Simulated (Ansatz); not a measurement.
System: SF, charge -1, multiplicity 1. 
Structure (B3LYP-D3(BJ)/def2-TZVP (Ansatz, a quantum-chemistry and plane-wave program) minimum search):
```xyz
2

F      0.0000     0.0000    -1.1177
S      0.0000     0.0000     0.6287
```
Charge -1, spin multiplicity 1.

Basis-set convergence of Hartree-Fock and CCSD(T) correlation energies (hartree) with Ansatz. Cores are frozen in the correlated levels unless marked. Spin-orbit coupling is left out. No relativistic terms. This anion needs diffuse functions, which these sets lack.

| basis | functions | E(HF) | E(corr, CCSD(T)) | rough core time |
|---|---|---|---|---|
| cc-pV(D+d)Z | 37 | -496.94318 | -0.33689 | under 20 s |
| cc-pV(T+d)Z | 69 | -497.00157 | -0.46190 | under 20 s |
| cc-pV(Q+d)Z | 119 | -497.01916 | -0.50544 | under 20 s |
| cc-pV(5+d)Z | 191 | ? | ? | 23 s |

**Question.** Complete the blanks.

**Answer.** 
- cc-pV(5+d)Z, E(HF): -497.02441
- cc-pV(5+d)Z, E(corr, CCSD(T)): -0.52134
